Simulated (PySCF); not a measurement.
Ge(Cl)(SH) (ClGeHS), SMILES [SH][Ge][Cl] (connectivity only; charge and spin as stated), neutral, multiplicity 1.

The structure is a stationary point at PBE0-D3(BJ)/def2-TZVP. The values are those of a single conformer.

Calculation: PySCF with TDA-LC-ωPBE/def2-SVPD.

Vertical excitations. Isolated molecule, no solvent. State labels are in the subgroup Cs.

```csv
state,symmetry,energy (eV),λ (nm),f,main pairs
S1,A",3.86,321,0.026,HOMO→LUMO 98 %
S2,A',5.17,240,0.042,HOMO−1→LUMO 87 %
S3,A",5.95,208,0.006,HOMO−2→LUMO 97 %
S4,A',6.32,196,0.071,"HOMO→LUMO+1 56 %, HOMO−3→LUMO 18 %, HOMO→LUMO+2 11 %, HOMO→LUMO+3 8 %"
S5,A",6.63,187,0.002,HOMO−4→LUMO 78 %
S6,A',6.74,184,0.145,"HOMO−3→LUMO 65 %, HOMO→LUMO+1 20 %"
S7,A",6.81,182,0.000,"HOMO−1→LUMO+2 48 %, HOMO−1→LUMO+7 16 %, HOMO−4→LUMO 15 %"
S8,A",7.07,175,0.030,HOMO−1→LUMO+1 88 %
S9,A',7.17,173,0.340,"HOMO→LUMO+2 58 %, HOMO→LUMO+3 21 %"
S10,A',7.45,167,0.311,"HOMO→LUMO+3 47 %, HOMO→LUMO+2 15 %, HOMO→LUMO+1 13 %"
T1,A",2.53,490,0,HOMO→LUMO 94 %
T2,A',4.10,302,0,HOMO−1→LUMO 96 %
T3,A',5.03,247,0,HOMO→LUMO+1 70 %
T4,A",5.63,220,0,HOMO−2→LUMO 82 %
```
Triplets are in the Tamm–Dancoff approximation.
